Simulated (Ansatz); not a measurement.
What a proton shuttle does

SiNH₅ ([NH2][SiH3]) + H₂O → SiH₄O ([OH][SiH3]) + NH₃ (links in brackets), a four-centre ligand exchange, has a barrier of 112.8 kJ/mol above its start structure and a step energy of -30.1 kJ/mol. One HF is now added to the ring of the saddle, taking the hydrogen and handing on one of its own. Gas-phase electronic energies, without zero-point energy, by CCSD(T) at an estimated basis limit (MP2 extrapolated from triple and quadruple zeta, plus CCSD(T) − MP2 in triple zeta); Ansatz 0.2.0, def2-TZVPP and QZVPP, frozen cores, on PBE0-D4/def2-TZVP structures. Extrapolation: Hartree–Fock as exp(−7.88 √X), correlation as X^−2.97. Each barrier counts from its own start structure, which holds all the molecules, is reached by relaxing down from the saddle and may not be the deepest complex; no counterpoise correction.

(1) What are the barrier and the step energy with the shuttle? (An estimate is asked for; the value comes from the calculation.)

No T1 diagnostic of these runs exceeds 0.011.

For scale, one of the runs: CCSD(T)/def2-TZVPP, 247 basis functions (an equivalent command: `ansatz run in.yaml --threads 4`). The run took 36 s on 4 CPU threads (shared host), with 5.6 GiB of host memory at its peak.

## Answers

(1) Computed: Barrier 53.4 kJ/mol, 59.3 kJ/mol lower than without; step energy -28.5 kJ/mol, both from the start structure. Counted from all the molecules apart, the saddle lies at -19.3 kJ/mol with the shuttle and at 92.2 kJ/mol without; the start well goes from -20.6 to -72.7 kJ/mol. At the saddle the angle at each passing proton is O–H···N 134° without the shuttle, against O–H···F 162° and F–H···N 165° with it. Bringing in the extra molecule costs entropy, which these electronic energies leave out.
